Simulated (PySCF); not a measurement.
Compound: C₃H₁₁NSi₂.
Structure used (PBE0-D3(BJ)/def2-SVP), in Å, numbered top down from 1:
```
atom  x, y, z in Å
C1     2.5656   -0.0481    0.1834
N2     1.4778   -0.5762   -0.5994
C3     0.2334    0.1255   -0.4328
Si4   -1.3867   -0.5147   -1.2204
C5    -2.3619    0.0710    0.3030
Si6   -0.7043    0.0575    1.2389
H7     2.3369   -0.1559    1.2582
H8     3.4865   -0.6197   -0.0099
H9     2.7848    1.0287    0.0066
H10    1.7397   -0.6202   -1.5809
H11    0.2810    1.2189   -0.6828
H12   -1.3856   -2.0051   -1.3327
H13   -1.7645    0.0718   -2.5459
H14   -3.1728   -0.5695    0.6759
H15   -2.7508    1.0943    0.1756
H16   -0.4616    1.1836    2.1955
H17   -0.4780   -1.2420    1.9422
```

The closed-shell ground state was solved at several levels (PySCF, density fitting, gas phase, non-relativistic).

| level | basis functions | total energy (Eh) | HOMO (eV) | LUMO (eV) | gap (eV) | dipole (D) |
| --- | --- | --- | --- | --- | --- | --- |
| wB97X-D/pcSseg-1 | 171 | -754.5476 | -8.12 | 1.84 | 9.96 | 1.19 |
| PBE0/pcSseg-1 | 171 | -754.1536 | -6.24 | 0.09 | 6.33 | 1.17 |

Problem. What might CAM-B3LYP/def2-SVPD (216 basis functions) give for the same quantities?

Solution. Total energy -754.2619 Eh, HOMO -7.72 eV, LUMO 0.79 eV, gap 8.51 eV, dipole 1.17 D.

Problem. Over all these levels, which gives the widest orbital gap and which the narrowest?

Solution. wB97X-D/pcSseg-1 (range-separated hybrid) has the widest, 9.96 eV, and PBE0/pcSseg-1 (global hybrid, 25 % exact exchange) the narrowest, 6.33 eV. The two share the basis. From the narrowest to the widest the HOMO moves by -1.88 eV and the LUMO by +1.75 eV.

Problem. How far do the dipole and the HOMO energy spread over the levels?

Solution. The dipole runs from 1.17 to 1.19 D (mean 1.18 D) and the HOMO from -8.12 to -6.24 eV.

One conformer stands for the species.

wB97X-D is run here without its empirical dispersion term; that term would change no orbital, density or response property at a fixed geometry.
